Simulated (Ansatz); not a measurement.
`C[CH2][Ge][O]C` → `C[O][GeH]` + ethylene at 400 K and 1 bar (β-hydride elimination).

Program: Ansatz. Geometries: PBE0-D4/def2-TZVP. ΔE: electronic, gas phase. CCSD(T)/CBS is the MP2 limit (def2-TZVPP, def2-QZVPP) plus CCSD(T) − MP2 in def2-TZVPP, frozen cores. This one scheme is used for every species. For Ge outer-core shells are correlated without core-valence functions, which leaves a few kJ/mol of doubt a bond. Scalar relativity is left out up to krypton. One conformer a species, not always the lowest.

```
         species  CCSD(T)/CBS energy (Eh)  H − E (kJ/mol)  S (J/(mol·K))
`C[CH2][Ge][O]C`              -2270.25348           314.7          410.7
     `C[O][GeH]`              -2191.71863           148.2          313.9
           `C=C`                -78.48111           149.4          232.7
```

H − E and S are ideal-gas, rigid-rotor, harmonic terms from PBE0-D4/def2-TZVP, for one conformer and one mirror image of each species. 1 Eh = 2625.50 kJ/mol, R = 8.31446 J/(mol·K).

Q: By hand: ΔE, ΔH, ΔS and ΔG.

A: ΔE = (-2191.71863) + (-78.48111) − (-2270.25348) = 0.05374 Eh = 141.1 kJ/mol. Δ(H − E) = 148.2 + 149.4 − 314.7 = -17.1, so ΔH = 124.0 kJ/mol. ΔS = 313.9 + 232.7 − 410.7 = 135.9 J/(mol·K). ΔG = 124.0 − 400 × (135.9)/1000 = 69.6 kJ/mol.

Q: By hand: the equilibrium constant, and the temperature at which ΔG would vanish if ΔH and ΔS stayed fixed.

A: log₁₀ K = −ΔG/(RT ln 10) = -9.1. ΔG = 0 at ΔH/ΔS = 912 K.

The number of gas molecules changes by +1, which sets the sign of ΔS. A doubt of 5 kJ/mol in ΔE shifts log₁₀ K by 0.7 here. Other conformers and mirror images would add mixing entropy, several J/(mol·K) or more a flexible species. Modes under 60 cm⁻¹, often nearly free rotors, make the harmonic entropy too high. These are equilibria of isolated gas molecules and say nothing of rates. Largest T1 diagnostic: 0.016 (customary marks: 0.02 for closed shells, 0.045 for open ones).
